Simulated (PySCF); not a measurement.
Point-charge models of `C=C=C(C#C[SiH3])C(=O)O` against its computed dipole.

Coordinates (GFN2-xTB, Å) and charges (e) from the PBE0/pcSseg-1 density (PySCF):

```csv
atom,x,y,z,Mulliken,IAO,Hirshfeld,ESP-fitted
C1,-2.522,1.601,-1.242,-0.1331,-0.3272,-0.0779,-0.5098
C2,-1.711,0.687,-0.838,+0.0963,+0.1154,+0.0525,+0.1799
C3,-0.882,-0.248,-0.422,-0.6507,-0.1199,-0.0228,-0.0734
C4,0.372,0.074,0.155,+0.4927,-0.0023,-0.0450,-0.0662
C5,1.442,0.334,0.651,-0.4544,-0.3373,-0.1579,-0.2318
Si6,3.067,0.731,1.428,+0.5133,+0.6387,+0.3400,+0.4323
C7,-1.251,-1.680,-0.544,+0.5505,+0.5332,+0.2062,+0.6831
O8,-2.278,-2.092,-1.020,-0.3949,-0.4627,-0.2769,-0.5450
O9,-0.300,-2.490,-0.058,-0.3551,-0.4699,-0.1638,-0.5517
H10,-3.267,2.029,-0.590,+0.1697,+0.1919,+0.0775,+0.2431
H11,-2.498,1.976,-2.253,+0.1697,+0.1920,+0.0776,+0.2439
H12,3.049,0.233,2.806,-0.0827,-0.1101,-0.0670,-0.0778
H13,4.124,0.079,0.652,-0.0828,-0.1101,-0.0668,-0.0776
H14,3.226,2.188,1.404,-0.0846,-0.1104,-0.0680,-0.0817
H15,-0.575,-3.415,-0.153,+0.2460,+0.3786,+0.1922,+0.4327
```

Question: What dipole does each set of charges give (1 e·Å = 4.803 D), and what does the density give?

Answer: The full density gives (0.39, 1.03, 0.19) D, 1.12 D in size; dipole vectors point from the negative to the positive end.

```csv
scheme,μx,μy,μz,size (D),share of the full size (%),angle to the full dipole (°)
Mulliken,0.86,3.31,0.34,3.43,307,7
IAO,1.27,1.83,0.59,2.30,206,15
Hirshfeld,0.43,1.13,0.20,1.22,110,1
ESP-fitted,0.43,1.06,0.21,1.16,104,2
```

Question: Which set comes closest?

Answer: Length of the difference vector: ESP-fitted 0.05 D, Hirshfeld 0.11 D, IAO 1.25 D, Mulliken 2.33 D. Closest: ESP-fitted. The schemes that divide the density aren't constrained to reproduce the dipole.

Question: What is left for the Hirshfeld atoms' own dipoles?

Answer: The Hirshfeld atoms' densities add up to the full density, so μ = Σ q r + Σ (atomic dipoles). The atomic dipoles sum to (0.39, 1.03, 0.19) − (0.43, 1.13, 0.20) = (-0.04, -0.10, -0.01) D, 0.11 D in size.

Question: With the origin at the mean of the coordinates, (0.000, 0.001, -0.001) Å, which are the largest single terms, by size, of the Hirshfeld dipole along the direction of the full one?

Answer: O8 +3.85, Si6 +3.23, H15 -3.12, C7 -2.06, O9 +1.90 D; all 15 atoms together +1.22 D. The single terms depend on the origin, their sum doesn't.

Question: Give the size of the full dipole in other units.

Answer: 1.12 D = 0.440 au = 0.233 e·Å = 3.73 × 10⁻³⁰ C·m.

Isolated species at its GFN2-xTB geometry (one conformer only).

Conformer computed: `[CH2:1]=[C:2]=[C:3]([C:4]#[C:5][SiH3:6])[C:7](=[O:8])[OH:9]`: C2–C3–C7–O8 1°, H–O9–C7–C3 180°.
